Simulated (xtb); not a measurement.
xtb input (GFN2-xTB):

```bash
xtb mol.xyz --gfn 2 --ohess tight --chrg 1 --uhf 0
```
mol.xyz:
```
4

Re    -0.03185288    -0.03270947    -0.00564667
O     -1.08831363    -1.18143983    -0.10796685
O     -0.13782929     1.30936321    -0.98421351
O      1.23139061    -0.13468827     1.09257646
```

End of the output:

```
optimized geometry written to: xtbopt.xyz

           -------------------------------------------------
          | TOTAL ENERGY              -14.731803395720 Eh   |
          | TOTAL ENTHALPY            -14.719909971689 Eh   |
          | TOTAL FREE ENERGY         -14.753110324868 Eh   |
          | GRADIENT NORM               0.000215779780 Eh/α |
          | HOMO-LUMO GAP               0.011857078147 eV   |
           -------------------------------------------------

------------------------------------------------------------------------
------------------------------------------------------------------------
 total:
 SCF:
 ANC optimizer:
 analytical hessian:
```
